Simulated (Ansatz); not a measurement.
Stepwise reaction of `[OH][In]([OH])[Br]` with hydrogen fluoride, as a gas-phase model of exchange steps in deposition or etching. ΔE in kJ/mol.

Isolated molecules relaxed with PBE0-D4/def2-TZVP in Ansatz; ΔE leaves out vibrations. CBS: MP2 limit from def2 TZ/QZ plus the TZ coupled-cluster correction, frozen cores. This one scheme is used for every species. DFT in def2-TZVPP. B3LYP here is the variant with VWN-RPA as its local correlation; programs differ in this. def2 core potentials past Kr. For Br, In outer-core shells are correlated without core-valence functions, which leaves a few kJ/mol of doubt a bond. Scalar relativity is left out up to krypton. Each species was taken in one conformer, which may not be the lowest.

```
step                                                reaction  PBE-D4  B3LYP-D4  ωB97M-V  CCSD(T)/CBS
   1  `[OH][In]([OH])[Br]` + H–F → `[OH][In]([F])[Br]` + H₂O   -26.5     -28.5    -27.8        -22.3
```

Question: Give the row of step 2, `[OH][In]([F])[Br]` + H–F → `[F][In]([F])[Br]` + H₂O. (Estimate.)

Answer: Computed: 
```
step                                              reaction  PBE-D4  B3LYP-D4  ωB97M-V  CCSD(T)/CBS
   2  `[OH][In]([F])[Br]` + H–F → `[F][In]([F])[Br]` + H₂O   -22.6     -25.1    -25.2        -19.5
```

Question: By hand: ΔE of the 2 steps together at CCSD(T)/CBS.

Answer: (-22.3) + (-19.5) = -41.8 kJ/mol, or -20.9 kJ/mol a step.

In ΔE the steps differ by no more than 2.8 kJ/mol. All are downhill at CCSD(T)/CBS. PBE-D4 differs from CCSD(T)/CBS by -4.2 to -3.1 kJ/mol a step. Isolated molecules leave out the surface, adducts and barriers. Largest T1 diagnostic: 0.014.
